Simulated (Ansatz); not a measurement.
Isolated molecules relaxed with PBE0-D4/def2-TZVP in Ansatz; ΔE leaves out vibrations. CCSD(T)/CBS adds triple-zeta CCSD(T) − MP2 to the extrapolated MP2 energy (def2 sets, frozen cores). This one scheme is used for every species. DFT in def2-TZVPP. B3LYP here is the variant with VWN-RPA as its local correlation; programs differ in this. Each species was taken in one conformer, which may not be the lowest.

Consider the ligand exchange at the Al–S bond: `C[S][Al]([F])[F]` + `CC(C)N` → `CC(C)[NH][Al]([F])[F]` + CH₃SH.

| level | ΔE (kJ/mol) | difference from CCSD(T)/CBS |
| --- | --- | --- |
| PBE-D4 | 19.1 | 4.4 |
| r2SCAN-D4 | 15.7 | 1.0 |
| PBE0-D4 | 18.5 | 3.8 |
| B3LYP-D4 | 10.8 | -3.9 |
| ωB97X-V | 13.1 | -1.6 |
| ωB97M-V | 12.8 | -1.9 |
| B2PLYP | 12.8 | -1.9 |
| PBE | 21.2 | 6.5 |
| r2SCAN | 16.6 | 1.9 |
| PBE0 | 20.5 | 5.8 |
| B3LYP | 14.0 | -0.7 |
| HF/def2-TZVPP | 14.5 | -0.2 |
| MP2/def2-TZVPP | 11.6 | -3.1 |
| SCS-MP2/def2-TZVPP | 9.5 | -5.2 |
| CCSD/def2-TZVPP | 9.8 | -4.9 |
| CCSD(T)/def2-TZVPP | 10.7 | -4.0 |
| HF/def2-QZVPP | 14.2 | -0.5 |
| MP2/def2-QZVPP | 13.7 | -1.0 |
| SCS-MP2/def2-QZVPP | 11.9 | -2.8 |
| HF/CBS(def2) | 14.1 | -0.6 |
| MP2/CBS(def2) | 15.6 | 0.9 |
| CCSD/CBS(def2) | 13.8 | -0.9 |
| CCSD(T)/CBS | 14.7 | 0 |

Largest T1 diagnostic among the species: 0.012.

The D4 term adds −3.2 kJ/mol with B3LYP and −2.0 kJ/mol with PBE0; it sums over pairs of atoms, weighted by their polarisabilities, and B3LYP, whose exchange is more repulsive, gets the larger term.
